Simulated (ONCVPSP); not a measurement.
**Ga (Z = 31): variants of one ONCV potential**

Base potential:

```json
{
 "Element": "Ga (Z = 31)",
 "Generator": "ONCVPSP 4.0.1",
 "Type": "optimised norm-conserving Vanderbilt (ONCV)",
 "Functional": "LDA (Perdew-Wang 92)",
 "Relativity": "scalar-relativistic",
 "Frozen core": "[Ne]",
 "Valence charge": "21",
 "Reference configuration": "3s2 3p6 3d10 4s1.75 4p1.25",
 "Partial waves": "3s+4s: rc 1.30 bohr, ncon 3, nbas 6, qcut 11.1 1/bohr, 2 projectors; 3p+4p: rc 1.10 bohr, ncon 5, nbas 8, qcut 15.5 1/bohr, 3 projectors, debl 3.9 Ha; 3d: rc 1.05 bohr, ncon 5, nbas 10, qcut 13.1 1/bohr, 2 projectors, debl 3.4 Ha",
 "Local potential": "polynomial inside 0.95 bohr (lpopt 5, dvloc0 -1 Ha)",
 "Core correction": "Teter function, fcfact 4.25, rcfact 1.2"
}
```

All-electron outer shells of the reference configuration (LDA (PZ), scalar-relativistic, ld1.x):

| shell | level (eV) | outermost node (bohr) | outermost maximum (bohr) |
| --- | --- | --- | --- |
| 2s | -1260.55 | 0.07 | 0.18 |
| 2p | -1098.70 | – | 0.15 |
| 3s | -147.93 | 0.27 | 0.56 |
| 3p | -99.16 | 0.24 | 0.56 |
| 3d | -19.89 | – | 0.53 |
| 4s | -9.47 | 0.81 | 1.87 |
| 4p | -2.94 | 0.87 | 2.50 |

Cutoffs, loose and tight: the cutoffs (Ha) at which the residual kinetic energy of the hardest occupied pseudo-wave falls to 1 and 0.1 mHa per electron. They do not see the model core or the augmentation charge, which bear on the density cutoff. Test errors are all-electron minus pseudo excitation energies from the reference, over the configurations 3s2 3p6 3d10 4s2 4p1; 3s2 3p6 3d10 4s2 4p0; 3s2 3p6 3d10 4s1 4p0; 3s2 3p6 3d9 4s0 4p0. A dash means not determined; rows that change the core or the reference have their own tests. The largest error is taken over the tests solved by every variant that gives reliable tests at all: 3s2 3p6 3d10 4s1 4p0; 3s2 3p6 3d10 4s2 4p0; 3s2 3p6 3d10 4s2 4p1.

| change | outcome | cutoff, loose | cutoff, tight | bound ghosts | GHOST(+) flags above zero | largest test error (meV) |
| --- | --- | --- | --- | --- | --- | --- |
| base | generated | 84 Ha | 296 Ha | none | none | -1.2 |
| local potential polynomial inside 0.95 bohr (lpopt 5, dvloc0 -2 Ha) | generated | 84 Ha | 296 Ha | none | none | -1.3 |
| local potential polynomial inside 0.95 bohr (lpopt 5, dvloc0 0 Ha) | generated | 84 Ha | 296 Ha | none | none | -1.1 |
| local potential polynomial inside 0.95 bohr (lpopt 5, dvloc0 3 Ha) | generated | 84 Ha | 296 Ha | none | none | -0.9 |
| local potential polynomial inside 0.95 bohr (lpopt 5, dvloc0 4.5 Ha) | generated | 84 Ha | 296 Ha | none | none | -0.4 |
| local potential polynomial inside 0.95 bohr (lpopt 5, dvloc0 7 Ha) | generated | 84 Ha | 296 Ha | none | none | -2.7 |
| local potential polynomial inside 0.95 bohr (lpopt 5, dvloc0 8.5 Ha) | generated | 84 Ha | 296 Ha | none | none | -2.0 |

Reading the sweep of the dvloc0 (base included, trends over the rows without a ghost): The loose cutoff stays near 84 Ha.
